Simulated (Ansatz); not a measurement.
Stretching the B1–H2 bond in BH3Se (SMILES B[SeH]) (multiplicity 1 held, fragments rigid). Energies count from the point at 1.186 Å.
Geometry at that point (charge 0, multiplicity 1):
```xyz
5

B      0.4501    -0.0398    -1.5025
H     -0.2892    -0.5600    -2.2704
H      1.4866     0.4372    -1.8194
Se    -0.1317    -0.0109     0.3152
H      1.0302     0.6917     0.8871
```

Signs of static correlation in cc-pVDZ, with CASSCF(2,2), from Ansatz (an electronic-structure program) runs.

| R (Å) | T1 of restricted CCSD | ⟨S²⟩ of UHF | largest double amplitude of restricted CCSD | weight of the CASSCF reference in MRCISD | CASSCF natural occupations |
|---|---|---|---|---|---|
| 0.949 | 0.018 | 0.000 | 0.058 | 0.904 | 1.99 0.01 |
| 1.067 | 0.018 | 0.000 | 0.058 | 0.904 | 1.99 0.01 |
| 1.186 | 0.018 | 0.000 | 0.058 | 0.904 | 1.98 0.02 |
| 1.305 | 0.018 | 0.000 | 0.059 | 0.904 | 1.98 0.02 |
| 1.423 | 0.019 | 0.000 | 0.059 | 0.904 | 1.97 0.03 |
| 1.601 | 0.019 | 0.000 | 0.081 | 0.903 | 1.95 0.05 |
| 1.779 | 0.020 | 0.000 | 0.087 | 0.903 | 1.92 0.08 |
| 2.076 | 0.024 | ? | 0.202 | 0.903 | 1.85 0.15 |
| 2.372 | 0.030 | 0.752 | 0.301 | 0.903 | 1.74 0.26 |
| 2.728 | ? | 0.909 | 0.434 | 0.903 | 1.57 0.43 |
| 3.202 | 0.061 | 0.980 | 0.618 | 0.904 | 1.34 0.66 |
| 3.795 | 0.078 | 1.003 | 0.801 | 0.904 | 1.16 0.84 |

Question: Fill in the missing entries.

Answer: 
- 2.076, ⟨S²⟩ of UHF: 0.438
- 2.728, T1 of restricted CCSD: 0.042

Doubts at one or more of the structures used: a restricted determinant that unrestricted orbitals would lower (R-CCSD(T)/cc-pVDZ); other coupled-cluster roots lie near (R-CCSD(T)/cc-pVDZ); T1 above 0.05 (R-CCSD(T)/cc-pVDZ, U-CCSD(T)/cc-pVDZ); a spin-contaminated determinant (U-CCSD(T)/cc-pVDZ).
